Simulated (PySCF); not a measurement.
GaI₃ (SMILES [I][Ga]([I])[I]), singlet, geometry from GFN2-xTB (such geometries of metal compounds can be far from the true shape) (core potentials on I). Base run: HF/def2-SVP run with PySCF.

PySCF was given this input:
```python
from pyscf import gto, scf

mol = gto.M(
    atom='''
Ga    0.00000000    0.00000000   -0.00000000
I    -2.05971396   -1.43007518   -0.04666271
I     0.01567297    2.21489414   -1.17631302
I     2.04404099   -0.78481896    1.22297573
''',
    basis='def2-svp',
    ecp={'I': 'def2-svp'},
    verbose=5,
)

mf = scf.RHF(mol)
mf.kernel()
mf.analyze()
```

The base run was repeated with changes; each row names its change, and settings that it needs were set with it.

| change | ΔE vs base (mEh) | fitting functions | outcome |
|---|---|---|---|
| base | 0.000 | - | converged |
| auxbasis = default (with mf = mf.density_fit()) | 0.126 | 920 | converged |
| auxbasis = def2-universal-jkfit | 0.126 | 920 | converged |
| auxbasis = def2-svp-ri | - | - | input refused |
| auxbasis = cc-pvtz-ri | - | - | input refused |
| auxbasis = cc-pvqz-jkfit | - | - | input refused |
| auxbasis = def2-tzvp-ri | - | - | input refused |
| only_dfj = on; auxbasis = def2-universal-jfit | -0.244 | 232 | converged |
| auxbasis = def2-universal-jfit | 27686.5 | 232 | converged |
| auxbasis = even-tempered beta=1.6 | [?] | [?] | converged |

### Question
Complete the blanks.

### Answer

- auxbasis = even-tempered beta=1.6, ΔE vs base (mEh): 0.068
- auxbasis = even-tempered beta=1.6, fitting functions: 1417

A fitting set is made for a task (jfit for Coulomb, jkfit for Coulomb and exchange, ri for correlation) and for a family of orbital bases.

- auxbasis = def2-svp-ri: ended with `pyscf.lib.exceptions.BasisNotFoundError: Basis set not found for I in def2-svp-ri`
- auxbasis = cc-pvtz-ri: ended with `pyscf.lib.exceptions.BasisNotFoundError: Basis set not found for I in cc-pvtz-ri`
- auxbasis = cc-pvqz-jkfit: ended with `pyscf.lib.exceptions.BasisNotFoundError: Basis set not found for I in cc-pvqz-jkfit`
